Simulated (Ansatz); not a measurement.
An input meant for the cluster Pt4Au²⁺ (charge 2, doublet).

```yaml
crystal:
  periodic: [false, false, false]
  atoms:
    - {symbol: Pt, position_ang: [-1.725282, -0.472563, 0.062961]}
    - {symbol: Pt, position_ang: [0.080808, 1.580006, 0.837229]}
    - {symbol: Pt, position_ang: [0.760483, -0.549877, -0.316167]}
    - {symbol: Pt, position_ang: [1.265595, 0.213286, -2.722400]}
    - {symbol: Au, position_ang: [1.265595, -0.086714, -2.722400]}
basis:
  gaussian: {orbitals: def2-mTZVPP, fitting: {mean_field: cc-pVTZ-jkfit}}
total_charge: 2
magnetization: {spin_polarized: true, initial_magnetization: 1}
hamiltonian: {xc: {name: BLYP}, dispersion: d4}
scf: {omitted_lower_state_checks: [starts]}
```

```sh
$ ansatz run in.yaml --threads 4 --pin off --events-out ev --progress --plain --max-ram 4787MiB
```

Q: Predict how Ansatz answers.

A: The program refused the input.
```
Functional definition: BLYP
Error: [file] the basis set cc-pVTZ-JKFIT has no functions for Pt
```
